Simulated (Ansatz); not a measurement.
Consider the ligand exchange at the Si–C bond: `FC[SiH2]Br` + `[NH2][AlH2]` → `[AlH2][NH][SiH2]Br` + `CF`.

Calculated with Ansatz (gas phase, PBE0-D4/def2-TZVP geometries, no zero-point term in ΔE). CCSD(T)/CBS adds triple-zeta CCSD(T) − MP2 to the extrapolated MP2 energy (def2 sets, frozen cores). This one scheme is used for every species. For Br outer-core shells are correlated without core-valence functions, which leaves a few kJ/mol of doubt a bond. Scalar relativity is left out up to krypton. One conformer a species, not always the lowest.

| species | CCSD(T)/CBS(def2) energy (Eh) |
| --- | --- |
| `FC[SiH2]Br` | -3002.67960 |
| `[NH2][AlH2]` | -299.14566 |
| `[AlH2][NH][SiH2]Br` | -3162.22405 |
| `CF` | -139.63461 |

Question: Work out ΔE.

Answer: ΔE = (-3162.22405) + (-139.63461) − (-3002.67960) − (-299.14566) = -0.03340 Eh = -0.91 eV.

Question: What do rigid-rotor, harmonic-oscillator terms from PBE0-D4/def2-TZVP frequencies (298.15 K, 1 bar) make of the CCSD(T)/CBS value? (An estimate is asked.)

Answer: Computed: ΔZPE = +0.03 eV, ΔH = -0.88 eV, ΔS = -4 J/(mol·K), ΔG = -0.87 eV. Modes under 50 cm⁻¹ make the entropy rough.

Largest T1 diagnostic among the species: 0.011.

From BLYP to BHLYP (50 % exact exchange), in def2-TZVPP and without D4, ΔE moves by −0.12 eV. The D4 term adds −0.04 eV with B3LYP and −0.02 eV with PBE0; it sums over pairs of atoms, weighted by their polarisabilities, and B3LYP, whose exchange is more repulsive, gets the larger term.

B3LYP here is the variant with VWN-RPA as its local correlation; programs differ in this.
